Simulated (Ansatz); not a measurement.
Program: Ansatz. Geometries: PBE0-D4/def2-TZVP. ΔE: electronic, gas phase. CCSD(T)/CBS adds triple-zeta CCSD(T) − MP2 to the extrapolated MP2 energy (def2 sets, frozen cores). DFT in def2-TZVPP. Elements past krypton have def2 core potentials. For Ge, Zr outer-core shells are correlated without core-valence functions, which leaves a few kJ/mol of doubt a bond. Scalar relativity is left out up to krypton. One conformer a species, not always the lowest.

Reaction (substitution at a C–O bond): `CC(C)[O][Ge][O]C(C)C` + `[NH2][Zr]([F])([F])[F]` → `CC(C)[NH][Zr]([F])([F])[F]` + `CC(C)[O][Ge][OH]`

`CC(C)[O][Ge][O]C(C)C`:

Cartesian coordinates in Å:
```
C -0.928 0.256 3.371
C -0.908 0.141 1.861
C -2.065 0.874 1.212
O -0.974 -1.243 1.532
Ge -0.295 -2.053 0.111
O 0.408 -0.603 -0.680
C 1.123 -0.705 -1.899
C 0.405 0.106 -2.958
C 2.545 -0.229 -1.677
H -0.091 -0.290 3.808
H -0.857 1.302 3.678
H -1.856 -0.161 3.770
H 0.029 0.557 1.476
H -2.003 0.796 0.124
H -2.048 1.934 1.479
H -3.015 0.448 1.542
H 1.156 -1.757 -2.228
H 0.344 1.153 -2.649
H -0.611 -0.266 -3.106
H 0.933 0.056 -3.914
H 2.542 0.810 -1.337
H 3.040 -0.836 -0.917
H 3.125 -0.290 -2.601
```

`[NH2][Zr]([F])([F])[F]`:

Cartesian coordinates in Å:
```
N 0.412 0.822 -0.836
Zr -0.235 -0.508 0.533
F 0.649 -2.167 0.224
F 0.087 0.236 2.254
F -2.105 -0.812 0.296
H 0.598 1.801 -0.658
H 0.594 0.629 -1.812
```

`CC(C)[NH][Zr]([F])([F])[F]`:

Cartesian coordinates in Å:
```
C 1.676 0.197 1.073
C 0.245 0.537 0.690
C 0.188 1.266 -0.642
N -0.581 -0.662 0.616
Zr -1.630 -1.362 -0.953
F -2.928 -0.063 -1.494
F -0.456 -1.664 -2.434
F -2.445 -2.977 -0.358
H 2.130 -0.446 0.314
H 2.280 1.102 1.168
H 1.711 -0.331 2.030
H -0.169 1.206 1.458
H -0.837 1.547 -0.903
H 0.775 2.185 -0.608
H 0.606 0.645 -1.444
H -0.566 -1.179 1.488
```

`CC(C)[O][Ge][OH]`:

Z-matrix (Å, degrees):
```
C
C 1 1.517
H 1 1.095 2 110.3
H 1 1.091 2 110.4 3 119.7
H 1 1.093 2 111.0 3 -119.9
C 2 1.518 1 111.9 3 59.2
O 2 1.416 1 109.8 3 -66.9
H 2 1.098 1 108.4 3 178.3
H 6 1.093 2 110.8 1 -178.4
H 6 1.092 2 110.4 1 61.9
H 6 1.094 2 111.3 1 -57.6
Ge 7 1.797 2 127.8 1 90.1
O 12 1.778 7 93.8 2 -177.0
H 13 0.965 12 111.0 7 0.4
```

| level | ΔE (kJ/mol) |
| --- | --- |
| PBE-D4 | -7.5 |
| PBE0-D4 | -8.3 |
| ωB97M-V | -6.6 |
| PBE0 | -7.7 |

(1) What does CCSD(T)/CBS give? (Estimate.)

Largest T1 diagnostic among the species: 0.017.

Answers

(1) Ansatz gave: -10.5 kJ/mol. The listed levels differ from it by 3.0, 2.2, 3.9, 2.8 kJ/mol.

In def2-TZVPP, CCSD(T) changes the Hartree–Fock value by −16.9 kJ/mol (the triples alone add −1.6 kJ/mol) and MP2 by −20.5 kJ/mol.
